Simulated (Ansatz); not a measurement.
(Br2Ga-mu-SH)2 (Ga2H2S2Br4), relaxed as a singlet with RKS r2SCAN-D4/def2-SVP in Ansatz, starting from the GFN2-xTB geometry. Force threshold 0.03 eV/Å.

Start:

```xyz
10

Ga   -0.766   -0.159   -1.537
Br   -1.961    1.401   -2.709
Br   -0.396   -2.305   -2.297
S     1.420    0.791   -0.838
Ga    0.547    0.687    1.485
Br    0.214    2.801    2.292
Br    1.741   -0.928    2.617
S    -1.619   -0.310    0.791
H     2.024   -0.404   -0.767
H    -1.203   -1.574    0.964
```

Question: Estimate the energy that the relaxation releases and the steps that it takes.

Answer: 3.1 kcal/mol, in 9 steps; 24 s on 2 threads of AMD EPYC 7R13 on a shared host and a share (18 GiB) of an NVIDIA H100 80GB HBM3. The force fell under the threshold at step 5, but the optimiser went on. No frequencies were taken in this run, so the end may be a saddle point.

Question: Does the start keep its bonding and symmetry?

Answer: By distances, no bond broke or formed. The bond that changes most is Ga1–S8, from 2.48 to 2.39 Å (atoms count from 1). Point group C2v at the start, C2v at the end, both within 0.05 Å.

Question: Predict the relaxed structure.

Answer: 
```xyz
10

Ga   -0.7293   -0.1372   -1.4525
Br   -1.8873    1.5398   -2.4783
Br   -0.4609   -2.2271   -2.3645
S     1.4166    0.7053   -0.8135
Ga    0.5112    0.6617    1.4004
Br    0.0803    2.8070    2.0467
Br    1.7268   -0.8181    2.6668
S    -1.5552   -0.3719    0.7804
H     1.9777   -0.5257   -0.7127
H    -1.0800   -1.6339    0.9272
```
Bond lengths (bridged metal pairs left out): 4 × Br–Ga 2.28 to 2.30 Å; 4 × Ga–S 2.39 Å; 2 × H–S 1.36 Å.
